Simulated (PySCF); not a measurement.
Delta-SCF ions had no search for a lower state. Excitations are Tamm–Dancoff values on a coarser integration grid. The basis has no diffuse functions, so Rydberg states are missing or too high.

Cartesian coordinates (Å):
```xyz
20

C      2.1185    -0.6359    -0.4797
C      1.0594    -0.4941     0.6052
C     -0.3085     0.0776     0.1416
Si    -0.1467     1.8364    -0.5473
Si    -1.4453     0.1566     1.6568
Si    -1.1441    -1.0351    -1.1459
H      3.0491    -1.0466    -0.0601
H      1.7930    -1.3120    -1.2860
H      2.3643     0.3327    -0.9431
H      1.4602     0.1477     1.4111
H      0.8938    -1.4828     1.0712
H      0.6689     2.6642     0.3968
H     -1.5008     2.4545    -0.6904
H      0.5129     1.8621    -1.8895
H     -1.6081    -1.2159     2.2326
H     -0.8269     1.0331     2.7015
H     -2.7926     0.6978     1.3058
H     -2.5686    -0.6196    -1.3312
H     -0.4696    -0.9664    -2.4791
H     -1.1090    -2.4543    -0.6702
```
Charge 0, multiplicity 1.

Task: What vertical ionisation energy (Delta-SCF), S1 oscillator strength, total energy, S1–T1 gap (TDA), S1 excitation (TDA), LUMO, HOMO and HOMO–LUMO gap does TPSSh-D3(BJ)/def2-TZVP // PBE0-D3(BJ)/def2-SVP run with PySCF 2.14.0 give?

Result: 
```json
{
  "vertical ionisation energy (Delta-SCF)": "9.75 eV",
  "S1 oscillator strength": "0.043",
  "total_energy": "-991.3900 Ha",
  "S1–T1 gap (TDA)": "0.37 eV",
  "S1 excitation (TDA)": "7.08 eV",
  "LUMO": "-0.18 eV",
  "HOMO": "-7.67 eV",
  "HOMO–LUMO gap": "7.48 eV"
}
```
